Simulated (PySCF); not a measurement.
**Relaxation of quintet IrS₂⁻**

Method: UPBE0/[Ir def2-SVPD with ECP60, S def2-SVPD], scalar-relativistic core potentials, density fitting, no spin–orbit coupling, PySCF. A (50,194) grid was used.

A hand-made bent start, of C2v symmetry, held to at least that symmetry:

```xyz
3
charge -1 multiplicity 5, angstrom
Ir    0.0000    0.0000   -0.2984
S     1.7120    0.0000    0.9004
S    -1.7120    0.0000    0.9004
```

Question: What does it relax to?

Answer: It ends at C2v with Ir–S 2.187 Å (×2); S–Ir–S 134.6° (after a last refinement on a finer grid). A frequency run shows a minimum. Other isomers or separated fragments may lie lower.

Question: How much energy is released, and in how many steps?

Answer: 45.1 kJ/mol in 6 steps.

Open d and f shells are described by one determinant, and the ground state may have another occupation or spin. At this level a singlet minimum of C2v symmetry lies 72 kJ/mol below this structure. With an element this heavy the missing spin–orbit coupling can shift these numbers.

The relaxation took about 80 core-seconds on a shared host.
